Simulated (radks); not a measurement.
Neutral chromium, 24 electrons, occupied as [Ar] 3d5 4s1. Method: non-relativistic Kohn-Sham, r2SCAN, spin-polarised, spherical densities, point nucleus; open shells are filled with parallel spins first; meta-GGA in the generalised Kohn-Sham scheme; computed with a radial shooting solver on a logarithmic mesh with Libxc functionals.

Unscreened Slater integrals over Kohn-Sham orbitals (hartree). They are taken over the spin-up orbitals.

| integral | value |
|---|---|
| F0(3d,3d) | 0.66173 |
| F2(3d,3d) | 0.29012 |
| F4(3d,3d) | 0.17773 |
| F0(3d,4s) | 0.33963 |
| G2(3d,4s) | 0.054595 |
| F0(3d,3p) | 0.77307 |
| F2(3d,3p) | 0.35019 |
| G1(3d,3p) | 0.43418 |
| G3(3d,3p) | 0.25915 |
| F0(3d,3s) | 0.79216 |
| G2(3d,3s) | 0.32443 |
| F0(4s,4s) | 0.27193 |
| F0(4s,3p) | 0.35430 |
| G1(4s,3p) | 0.018500 |
| F0(4s,3s) | 0.35583 |
| G0(4s,3s) | 0.012969 |
| F0(3p,3p) | 0.93215 |
| F2(3p,3p) | 0.46623 |
| F0(3p,3s) | 0.95968 |
| G1(3p,3s) | 0.63660 |
| F0(3s,3s) | 0.98996 |

Derived for the open shells (J is the average intra-shell exchange parameter used in DFT+U). 3d: Racah B = F2/49 - 5 F4/441 = 0.003906 hartree, C = 35 F4/441 = 0.01411 hartree, C/B = 3.61, F4/F2 = 0.613, J = (F2 + F4)/14 = 0.03342 hartree.
